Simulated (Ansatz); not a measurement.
Stepwise reaction of `[OH][SnH3]` with water, as a gas-phase model of exchange steps in deposition or etching. ΔE in kJ/mol; ΔG adds harmonic PBE0-D4 terms to CCSD(T)/CBS, at 1 bar.

Isolated molecules relaxed with PBE0-D4/def2-TZVP in Ansatz; ΔE leaves out vibrations. CCSD(T)/CBS is the MP2 limit (def2-TZVPP, def2-QZVPP) plus CCSD(T) − MP2 in def2-TZVPP, frozen cores. This one scheme is used for every species. Functionals use def2-TZVPP. B3LYP here is the variant with VWN-RPA as its local correlation; programs differ in this. Elements past krypton have def2 core potentials. For Sn outer-core shells are correlated without core-valence functions, which leaves a few kJ/mol of doubt a bond. One conformer a species, not always the lowest.

```tsv
step	reaction	PBE-D4	B3LYP-D4	ωB97M-V	CCSD(T)/CBS	ΔG(400 K)
2	`[OH][SnH2][OH]` + H₂O → `[OH][SnH]([OH])[OH]` + H₂	-12.3	-12.4	-10.7	-14.8	-16.1
3	`[OH][SnH]([OH])[OH]` + H₂O → `[OH][Sn]([OH])([OH])[OH]` + H₂	-4.4	-4.3	-2.0	-6.3	-6.0
```

Task: Give the row of step 1, `[OH][SnH3]` + H₂O → `[OH][SnH2][OH]` + H₂. (Best estimate.)

Result: Computed: 
| step | reaction | PBE-D4 | B3LYP-D4 | ωB97M-V | CCSD(T)/CBS | ΔG(400 K) |
| --- | --- | --- | --- | --- | --- | --- |
| 1 | `[OH][SnH3]` + H₂O → `[OH][SnH2][OH]` + H₂ | -12.9 | -12.8 | -10.2 | -14.5 | -10.5 |

Task: By hand: ΔE of the 3 steps together at CCSD(T)/CBS.

Result: (-14.5) + (-14.8) + (-6.3) = -35.6 kJ/mol, or -11.9 kJ/mol a step.

In ΔE step 2 is the lowest and step 3 the highest. All are downhill at CCSD(T)/CBS. ΔG lies between -16.1 and -6.0 kJ/mol a step. PBE-D4 differs from CCSD(T)/CBS by 1.6 to 2.5 kJ/mol a step. Isolated molecules leave out the surface, adducts and barriers. Largest T1 diagnostic: 0.015.
